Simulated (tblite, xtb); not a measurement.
hydrogen cyanide (CHN), singlet, at a GFN2-xTB geometry. Base run: GFN1-xTB run with xtb 6.7.1.

Geometry (Å):
```xyz
3

C      0.0000     0.0000    -0.4932
N      0.0000     0.0000     0.6444
H      0.0000     0.0000    -1.5517
```
Charge 0, spin multiplicity 1.
All else is at xtb's defaults.
Base energy -5.78263 Eh.

Programs used: tblite, xtb; a row that names a program was run with it.

Each row names what was changed in the base input (with any setting that the change needs).

```json
[
 {"change": "base", "ΔE vs base (mEh)": "0.000", "HOMO-LUMO gap (eV)": "7.19", "dipole (D)": "2.88", "G_solv (kcal/mol)": "-", "SCF cycles": "8"},
 {"change": "acc = 30", "ΔE vs base (mEh)": "0.000", "HOMO-LUMO gap (eV)": "7.19", "dipole (D)": "2.88", "G_solv (kcal/mol)": "-", "SCF cycles": "7"},
 {"change": "program = tblite; method = gfn1; option = (--guess, eeq)", "ΔE vs base (mEh)": "0.000", "HOMO-LUMO gap (eV)": "-", "dipole (D)": "-", "G_solv (kcal/mol)": "-", "SCF cycles": "-"},
 {"change": "alpb = acetonitrile", "ΔE vs base (mEh)": "-5.481", "HOMO-LUMO gap (eV)": "7.20", "dipole (D)": "3.20", "G_solv (kcal/mol)": "-3.86", "SCF cycles": "7"},
 {"change": "alpb = water", "ΔE vs base (mEh)": "-4.698", "HOMO-LUMO gap (eV)": "7.20", "dipole (D)": "3.30", "G_solv (kcal/mol)": "-3.67", "SCF cycles": "7"},
 {"change": "gbsa = toluene", "ΔE vs base (mEh)": "-4.541", "HOMO-LUMO gap (eV)": "7.20", "dipole (D)": "3.17", "G_solv (kcal/mol)": "-3.19", "SCF cycles": "7"},
 {"change": "etemp = 5000", "ΔE vs base (mEh)": "-0.029", "HOMO-LUMO gap (eV)": "7.19", "dipole (D)": "2.88", "G_solv (kcal/mol)": "-", "SCF cycles": "8"},
 {"change": "alpb = dmso", "ΔE vs base (mEh)": "-5.244", "HOMO-LUMO gap (eV)": "7.19", "dipole (D)": "3.21", "G_solv (kcal/mol)": "-3.75", "SCF cycles": "7"}
]
```

ALPB and GBSA are two models with their own fitted parameters for each solvent, which aren't always the measured dielectric constant.
